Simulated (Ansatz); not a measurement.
Relaxation of BClH₅NS (9 atoms, charge 0, multiplicity 1), to a largest force component of 0.03 eV/Å in at most 50 steps.

Computed with RKS PBE-D4/6-31G* (Ansatz).

```xyz
9
Properties=species:S:1:pos:R:3:forces:R:3
B 0.075 0.144 0.241 -0.23 0.41 2.10
N -0.013 0.309 1.705 0.24 -0.15 -2.18
H -0.889 0.178 2.205 -0.03 0.07 0.01
H 0.729 0.758 2.241 -0.05 -0.09 0.01
Cl 1.588 0.573 -0.577 -0.05 0.05 0.02
H -0.886 -0.216 -0.382 0.06 0.03 0.00
S 0.579 -2.903 0.505 0.04 0.05 0.30
H -0.769 -3.034 0.397 -0.01 0.01 0.03
H 0.464 -1.884 1.435 0.03 -0.39 -0.30
```

Task: Where does it end, and by what steps?

Result: It converged. The force dipped under the threshold on the way, but the program's further checks kept it going. After 24 steps the energy has fallen by 0.213 eV; S7 moved furthest, 1.20 Å.

```
step  energy less start (eV)  largest force component (eV/Å)  accepted
   0                  0.0000                           2.177       yes
   1                 -0.1302                           1.255       yes
   2                 -0.1632                           0.352       yes
   3                 -0.1736                           0.252       yes
   4                 -0.1792                           0.165       yes
   5                 -0.1850                           0.216       yes
   6                 -0.1894                           0.328       yes
   7                 -0.1960                           0.109       yes
   8                 -0.1992                           0.089       yes
   9                 -0.2019                           0.211       yes
  10                 -0.2039                           0.198       yes
  11                 -0.2066                           0.112       yes
  12                 -0.2090                           0.035       yes
  13                 -0.1956                           0.647        no
  14                 -0.2096                           0.017       yes
  15                 -0.2094                           0.275        no
  16                 -0.2106                           0.029       yes
  17                 -0.2111                           0.077       yes
  18                 -0.2108                           0.163        no
  19                 -0.2116                           0.031       yes
  20                 -0.2120                           0.043       yes
  21                 -0.2122                           0.082       yes
  22                 -0.2124                           0.040       yes
  23                 -0.2125                           0.018       yes
  24                 -0.2126                           0.026       yes
```

```xyz
9
Properties=species:S:1:pos:R:3
B 0.024 0.592 0.177
N 0.091 0.282 1.541
H -0.713 -0.081 2.051
H 0.899 0.493 2.126
Cl 1.440 1.304 -0.634
H -0.970 0.375 -0.460
S 0.087 -3.403 1.481
H -0.408 -3.537 0.224
H 0.427 -2.100 1.265
```

Whether the end is a true minimum wasn't checked by a vibrational analysis.

The run took 57 s on 1 thread of AMD EPYC 7R43 64-Core Processor (Zen 3) (shared host), peak memory 0.17 GiB.
